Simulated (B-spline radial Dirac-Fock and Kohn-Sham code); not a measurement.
# Kohn-Sham estimates against Dirac-Fock for the levels of Tl³²⁺

System: thallium as Tl³²⁺, configuration 1s2 2s2 2p6 3s2 3p6 3d10 4s2 4p6 4d10 4f3.

The density-functional columns are spherical, spin-unpolarised Dirac-Kohn-Sham results without Breit or QED terms: −ε is minus the orbital energy of the initial state and ΔSCF the difference of two total energies. The reference in the last column comes from Dirac-Fock energy differences between relaxed states, corrected for Breit and QED terms. All numbers are from a radial B-spline solver, in eV; a selection of levels is shown. For the 1s level of heavy atoms much of the gap between ΔSCF and the reference is the Breit and QED part, -474.3 eV here; for other levels the error of the functional can be larger.

```tsv
level	LDA −ε	LDA ΔSCF	Dirac-Fock
K	86544.0	87197.6	86734.4
L1	16370.8	16510.9	16565.9
L2	15771.0	15946.0	15910.5
L3	13708.5	13857.5	13869.5
M1	4802.8	4858.1	4916.4
M2	4532.1	4590.6	4625.5
M3	4070.0	4123.8	4162.2
M4	3621.5	3683.0	3690.7
M5	3522.7	3582.7	3593.6
N1	1889.8	1919.3	1949.0
N2	1772.0	1801.7	1820.7
N3	1641.8	1669.8	1690.3
N4	1449.6	1478.0	1479.9
N5	1423.2	1451.1	1453.9
N6,7	1180.2	1209.8	1207.1
```

Values without a named source are computed, but for edge energies of neutral atoms, which are taken from tables.
